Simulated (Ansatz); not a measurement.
Consider the substitution at a C–Si bond: `CC[SiH]([SiH3])Cl` + `BN[SiH2]Cl` → `BN(CC)[SiH2]Cl` + `[SiH3][SiH2]Cl`.

Computed with Ansatz on PBE0-D4/def2-TZVP structures; ΔE is electronic, products minus reactants. CCSD(T)/CBS is the MP2 limit (def2-TZVPP, def2-QZVPP) plus CCSD(T) − MP2 in def2-TZVPP, frozen cores. Functionals use def2-TZVPP. B3LYP here is the variant with VWN-RPA as its local correlation; programs differ in this. One conformer a species, not always the lowest.

Q: Is it downhill or uphill in electronic energy at CCSD(T)/CBS, and by how much? (Best estimate.)

A: Ansatz gave: Uphill: ΔE = +64.6 kJ/mol.

Q: What do these levels give: PBE-D4, PBE0-D4, B3LYP-D4, B2PLYP, r2SCAN, B3LYP, CCSD/def2-TZVPP, CCSD(T)/def2-TZVPP, HF/def2-QZVPP, SCS-MP2/def2-QZVPP, MP2/CBS(def2), CCSD/CBS(def2)? (An estimate is asked.)

A: Ansatz gave: PBE-D4 64.8, PBE0-D4 66.2, B3LYP-D4 63.5, B2PLYP 65.4, r2SCAN 68.0, B3LYP 65.9, CCSD/def2-TZVPP 62.7, CCSD(T)/def2-TZVPP 61.9, HF/def2-QZVPP 63.8, SCS-MP2/def2-QZVPP 63.8, MP2/CBS(def2) 68.2, CCSD/CBS(def2) 65.4 kJ/mol.

Largest T1 diagnostic among the species: 0.011.
